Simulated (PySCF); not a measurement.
Molfile (atoms numbered from 1):
```
H12Si5
     RDKit          3D

 17 16  0  0  0  0  0  0  0  0999 V2000
    2.2968    0.9203   -0.9328 Si  0  0  0  0  0  4  0  0  0  0  0  0
    1.6839   -0.9943    0.2745 Si  0  0  0  0  0  4  0  0  0  0  0  0
    0.0401   -0.4051    1.8459 Si  0  0  0  0  0  4  0  0  0  0  0  0
   -2.0587   -0.5631    0.8114 Si  0  0  0  0  0  4  0  0  0  0  0  0
   -2.0566    0.5497   -1.2538 Si  0  0  0  0  0  4  0  0  0  0  0  0
    1.1102    1.5241   -1.6109 H   0  0  0  0  0  0  0  0  0  0  0  0
    3.3327    0.6064   -1.9644 H   0  0  0  0  0  0  0  0  0  0  0  0
    2.8562    1.9246    0.0239 H   0  0  0  0  0  0  0  0  0  0  0  0
    2.9026   -1.5340    0.9564 H   0  0  0  0  0  0  0  0  0  0  0  0
    1.1438   -2.0478   -0.6420 H   0  0  0  0  0  0  0  0  0  0  0  0
    0.2806    0.9998    2.3047 H   0  0  0  0  0  0  0  0  0  0  0  0
    0.0886   -1.3102    3.0375 H   0  0  0  0  0  0  0  0  0  0  0  0
   -2.3478   -2.0124    0.5685 H   0  0  0  0  0  0  0  0  0  0  0  0
   -3.1332   -0.0030    1.6907 H   0  0  0  0  0  0  0  0  0  0  0  0
   -1.1216   -0.1447   -2.1920 H   0  0  0  0  0  0  0  0  0  0  0  0
   -3.4264    0.5491   -1.8528 H   0  0  0  0  0  0  0  0  0  0  0  0
   -1.6053    1.9646   -1.0845 H   0  0  0  0  0  0  0  0  0  0  0  0
  1  2  1  0
  2  3  1  0
  3  4  1  0
  4  5  1  0
  1  6  1  0
  1  7  1  0
  1  8  1  0
  2  9  1  0
  2 10  1  0
  3 11  1  0
  3 12  1  0
  4 13  1  0
  4 14  1  0
  5 15  1  0
  5 16  1  0
  5 17  1  0
M  END
```

Geometry: PBE0-D3(BJ)/def2-SVP; GIAO shifts from PySCF 2.14, gas phase, non-relativistic, averaged over equivalent atoms.

At BP86/pcSseg-1 (180 basis functions, 24 s wall time on 1 thread of an Arm Neoverse V2, shared host):
```csv
atoms,δ (ppm)
Si1/Si5,-104.9
Si3,-114.0
Si2/Si4,-116.3
H11/H12,3.71
H6/H7/H8/H15/H16/H17,3.71
H9/H10/H13/H14,3.62
```

Referencing at the same level of theory: ²⁹Si (333.91 ppm), ¹H (31.27 ppm) against TMS.

Predict the values at PBE/pcSseg-1 on the same geometry.

## Answers


| atoms | δ at PBE/pcSseg-1 | change |
| --- | --- | --- |
| Si1/Si5 | -106.6 | -1.7 |
| Si3 | -115.9 | -1.9 |
| Si2/Si4 | -118.3 | -2.0 |
| H11/H12 | 3.72 | +0.01 |
| H6/H7/H8/H15/H16/H17 | 3.71 | +0.00 |
| H9/H10/H13/H14 | 3.62 | +0.00 |

Referencing at the same level of theory: ²⁹Si (σ = 334.61 ppm) and ¹H (σ = 31.20 ppm) vs TMS.

The largest change is at Si2/Si4 (silicon bonded to 2 Si, 2 H). Cost: 180 basis functions, 23 s wall time on 1 thread of an Arm Neoverse V2, shared host.
